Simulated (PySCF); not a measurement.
**Diatomic anions of K with the halogens**

PBE with double-zeta basis sets in PySCF, for the lowest determinant that a PBE0 search found; no spin–orbit coupling. De refers to high-spin ground-configuration atoms (the charge goes to the atom of lower measured ionisation energy or higher electron affinity, which is not always the lowest computed limit). A positive dipole points towards K; it is taken about the centre of mass and depends on that origin.

```
 M      basis  charged atom  state (unpaired electrons)  Re (Å)  ωe (cm⁻¹)  De (eV)  μ (D)
 F  def2-SVPD            F−               doublet (σ ↑)   2.325        331     1.93  -2.76
Cl  def2-SVPD           Cl−               doublet (σ ↑)   2.863        204     1.28  -2.85
 I  def2-SVPD            I−               doublet (σ ↑)   3.302        124     0.94  -6.27
```

The shortest bond is that of KF⁻ (2.325 Å), the longest that of KI⁻ (3.302 Å). KF⁻ is bound most strongly (1.93 eV) and KI⁻ least (0.94 eV).

Down a group the atoms grow and get heavier, so bonds lengthen and wavenumbers fall; this series shows no clear exception.

Spin–orbit coupling is left out. For an ion De counts to the pair picked by the measured ionisation energies or electron affinities, which need not be the lowest pair at this level. The highest Kohn–Sham level is positive in some of these anions. Much of that is self-interaction error, but it also means that the finite basis helps to hold the extra electron. States were picked by a PBE0 search and need not be the measured ground states.
